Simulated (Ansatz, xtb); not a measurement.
# Ligand exchange: SnH3Cl + NaNH2 → SnH3(NH2) + NaCl

Species: SnH3Cl `[Cl][SnH3]`, singlet; NaNH2 `[NH2][Na]`, singlet; SnH3(NH2), singlet; NaCl, singlet. The partners trade Cl for NH2: Sn–Cl and Na–NH2 bonds give way to Sn–NH2 and Na–Cl.

Shapes, held fixed at every level: PBE0-D4/def2-TZVP. Programs: Ansatz 0.2.0, xtb 6.7.1. The zero-point and thermal change to 298 K, harmonic and unscaled (PBE0-D4/def2-TZVP), is +5.6 kJ/mol.

(1) Estimate ΔH(298 K) of this reaction.

## Answers

(1) The highest level, CCSD(T)/def2-TZVPP, gives ΔH(298 K) = -120.0 kJ/mol; the levels span -183.4 to -112.3. GFN1-xTB strays far from the other rows. The column of differences is taken from that level and isn't an error. No measured value is set beside it here. For atoms past krypton def2 sets carry core potentials with scalar relativity. Outer-core shells of Na, Sn are correlated, in sets that cover them unevenly. Times are processor times on shared x86 and Arm servers, and rough.

| level | kind | ΔH(298 K) (kJ/mol) | less CCSD(T)/def2-TZVPP | CPU time (sum over the molecules) |
| --- | --- | --- | --- | --- |
| GFN1-xTB | semi-empirical | -183.4 | -63.4 | 0.084 s |
| r2SCAN-D4/def2-TZVPP | meta-GGA | -116.9 | +3.1 | 15 s |
| B3LYP-D4/def2-TZVPP | global hybrid | -112.3 | +7.7 | 11 s |
| BHLYP-D4/def2-TZVPP | global hybrid | -121.7 | -1.7 | 8.4 s |
| r2SCAN0-D4/def2-TZVPP | global hybrid | -122.2 | -2.2 | 14 s |
| B2PLYP/def2-TZVPP | double hybrid | -115.1 | +4.9 | 15 s |
| MP2/def2-SVP | perturbation theory | -124.6 | -4.6 | – |
| CCSD/def2-TZVPP | coupled cluster or CI | -122.2 | -2.2 | – |
| CCSD(T)/def2-TZVPP | coupled cluster or CI | -120.0 | 0.0 | 78 s |
